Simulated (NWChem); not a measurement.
# CHBrF2; SMILES FC(Br)F

```xyz
5

F     -0.1433    -1.5036     1.0796
C      0.3768    -0.9345     0.0000
F     -0.1433    -1.5036    -1.0796
Br    -0.0330     0.9632     0.0000
H      1.4721    -1.0391     0.0000
```
Atoms are numbered in this order, from 1.

Results from NWChem. Pople sets run with spherical d functions. Structure relaxed at the PBE0/def2-SVP level. Total energies compare along this basis series because the functional is fixed.

```csv
level,basis functions,energy (Ha),highest occupied level (eV),orbital gap (eV),dipole (D),relative time
B3LYP/STO-3G,34,-2780.9781,-5.03,8.96,1.38,1
B3LYP/3-21G,51,-2798.8624,-8.03,7.89,1.47,1
B3LYP/6-31G*,76,-2812.2442,-8.34,7.74,1.39,5
B3LYP/def2-SVP,79,-2812.0668,-8.30,7.91,1.34,4
B3LYP/def2-SVPD,115,-2812.0919,-8.62,7.53,1.37,9
B3LYP/def2-TZVP,147,-2812.6748,-8.54,7.74,1.36,20
B3LYP/aug-cc-pVTZ,220,-2812.7134,-8.58,7.55,1.36,60
```

Times are rough ratios from one shared machine.
